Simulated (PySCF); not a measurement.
Stepwise substitution at one centre (B I-SH). Gas-phase values, no solvent. One relaxed conformer stands for each flexible species; it need not be the lowest. Strings in code marks are SMILES.

Level of theory: PBE-D3(BJ)/def2-TZVP // PBE0-D3(BJ)/def2-TZVP (PySCF 2.14.0). All candidates: neutral, multiplicity 1. Excitations are Tamm–Dancoff values on a coarser integration grid. The basis has no diffuse functions, so Rydberg states are missing or too high.

```yaml
HOMO–LUMO gap: 3.72 eV
S1 excitation (TDA): 3.78 eV
brightest of the four lowest singlets (TDA): 4.94 eV
```

**Question.** Identify which member has these values.
A. `SB(I)I` (H–S–B–I torsion 180°)
B. `SB(S)S`
C. `SB(S)I` (H–S–B–I torsion 180°, I–B–S–H torsion -180°)
D. `IB(I)I`

**Answer.** A, `SB(I)I` (H–S–B–I torsion 180°). The others give `SB(S)S`: 4.77 eV, 4.84 eV, 5.66 eV; `SB(S)I` (H–S–B–I torsion 180°, I–B–S–H torsion -180°): 4.43 eV, 4.47 eV, 4.98 eV; `IB(I)I`: 3.02 eV, 3.10 eV, 4.33 eV
